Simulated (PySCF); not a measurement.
Electronic structure of P (phosphorus, neutral) at the UHF level

Configuration: [Ne] 3s1 3p4, high-spin 4P determinant (an excited configuration). Calculation: PySCF 2.14, in dyall-acv3z; the non-relativistic Hamiltonian (point nucleus).

```json
{
  "Total energy": "-340.428950 hartree",
  "One-electron energy": "-470.3696 hartree",
  "Hartree (Coulomb) energy": "152.5634 hartree",
  "Exchange energy": "-22.6227 hartree",
  "Kinetic energy": "340.42874 hartree",
  "⟨S²⟩": "3.7973",
  "⟨L²⟩": "2.018",
  "Sum of ⟨r⟩": "15.39 bohr",
  "Sum of ⟨r²⟩": "32.98 bohr²",
  "Traceless quadrupole moment −½Σ⟨3z² − r²⟩ along its main axis": "-3.31 e·bohr²",
  "Density at the nucleus (Gaussians lack the cusp)": "2170 bohr⁻³",
  "Spin density at the nucleus": "6.65 bohr⁻³",
  "Langevin diamagnetic susceptibility": "-26.1 ×10⁻⁶ cm³/mol"
}
```

| shell | electrons | mean orbital energy (hartree) | spread (hartree) | rms radius, mean of both spins (bohr) |
| --- | --- | --- | --- | --- |
| 1s α | 1 | -80.05503 | 0 | 0.120 |
| 1s β | 1 | -80.01923 | 0 | 0.120 |
| 2s α | 1 | -7.59660 | 0 | 0.563 |
| 2s β | 1 | -7.54408 | 0 | 0.563 |
| 2p α | 3 | -5.49614 | 0.01228 | 0.539 |
| 2p β | 3 | -5.44691 | 0.01212 | 0.539 |
| 3s α | 1 | -0.89629 | 0 | 2.02 |
| 3p α | 3 | -0.43660 | 0.05045 | 2.57 |
| 3p β | 1 | -0.23811 | 0 | 2.57 |

Spin-orbit constants ζ (cm⁻¹) from the X2C one-electron operator on these orbitals (non-relativistic here): bare nucleus, nucleus screened by l(l+1)(2l+1)/3 electrons, and screened by the Breit-Pauli mean field of the electrons.

| shell | bare | screened nucleus | mean field |
| --- | --- | --- | --- |
| 2p | 5411 | 4689 | 4362 |
| 3p | 321.9 | 279.0 | 255.5 |

To first order the Landé constant is A = -85.17 cm⁻¹, so the lowest level has J = 5/2 and lies 0.0158 eV below the centre of the term. This holds in LS coupling only.
